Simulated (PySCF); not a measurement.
Sn(Me)2(SH)2, SMILES [CH3][Sn]([CH3])([SH])[SH] (C₂H₈S₂Sn), singlet, PBE0/def2-SVP optimised geometry.

```
13

C     -1.38    -1.98     1.88
Sn    -0.81    -1.13     0.00
C     -1.51    -2.16    -1.75
S     -1.72     1.13     0.00
S      1.62    -1.13     0.00
H     -1.02    -1.35     2.70
H     -2.48    -2.05     1.94
H     -0.95    -2.99     1.97
H     -2.61    -2.17    -1.76
H     -1.16    -1.65    -2.66
H     -1.13    -3.19    -1.75
H     -1.48     1.33    -1.31
H      1.72    -0.74    -1.29
```

Density from PBE0/def2-TZVP, def2 effective core potentials past Kr in PySCF 2.14.0 at that geometry. The core electrons that the potentials of Sn replace are not part of the density.

Minimum of the electron density along straight lines between bonded atoms, close to the bond critical point (lines longer than 1.1 times the sum of covalent radii, or with two minima, are not listed):

```json
[
 {"bond": "C1–Sn2", "length / Å": "2.140", "ρ at the minimum / e bohr⁻³": "0.107", "∇²ρ there / e bohr⁻⁵": "0.10", "position (fraction from the first atom)": "0.49"},
 {"bond": "Sn2–C3", "length / Å": "2.148", "ρ at the minimum / e bohr⁻³": "0.106", "∇²ρ there / e bohr⁻⁵": "0.11", "position (fraction from the first atom)": "0.51"},
 {"bond": "Sn2–S4", "length / Å": "2.435", "ρ at the minimum / e bohr⁻³": "0.082", "∇²ρ there / e bohr⁻⁵": "0.09", "position (fraction from the first atom)": "0.47"},
 {"bond": "Sn2–S5", "length / Å": "2.435", "ρ at the minimum / e bohr⁻³": "0.082", "∇²ρ there / e bohr⁻⁵": "0.09", "position (fraction from the first atom)": "0.47"},
 {"bond": "C1–H6", "length / Å": "1.099", "ρ at the minimum / e bohr⁻³": "0.270", "∇²ρ there / e bohr⁻⁵": "-0.89", "position (fraction from the first atom)": "0.64"},
 {"bond": "C1–H7", "length / Å": "1.099", "ρ at the minimum / e bohr⁻³": "0.269", "∇²ρ there / e bohr⁻⁵": "-0.89", "position (fraction from the first atom)": "0.64"},
 {"bond": "C1–H8", "length / Å": "1.099", "ρ at the minimum / e bohr⁻³": "0.269", "∇²ρ there / e bohr⁻⁵": "-0.89", "position (fraction from the first atom)": "0.64"},
 {"bond": "C3–H9", "length / Å": "1.099", "ρ at the minimum / e bohr⁻³": "0.269", "∇²ρ there / e bohr⁻⁵": "-0.89", "position (fraction from the first atom)": "0.64"},
 {"bond": "C3–H10", "length / Å": "1.099", "ρ at the minimum / e bohr⁻³": "0.269", "∇²ρ there / e bohr⁻⁵": "-0.89", "position (fraction from the first atom)": "0.64"},
 {"bond": "C3–H11", "length / Å": "1.099", "ρ at the minimum / e bohr⁻³": "0.269", "∇²ρ there / e bohr⁻⁵": "-0.89", "position (fraction from the first atom)": "0.64"},
 {"bond": "S4–H12", "length / Å": "1.351", "ρ at the minimum / e bohr⁻³": "0.209", "∇²ρ there / e bohr⁻⁵": "-0.58", "position (fraction from the first atom)": "0.64"},
 {"bond": "S5–H13", "length / Å": "1.351", "ρ at the minimum / e bohr⁻³": "0.209", "∇²ρ there / e bohr⁻⁵": "-0.58", "position (fraction from the first atom)": "0.64"}
]
```
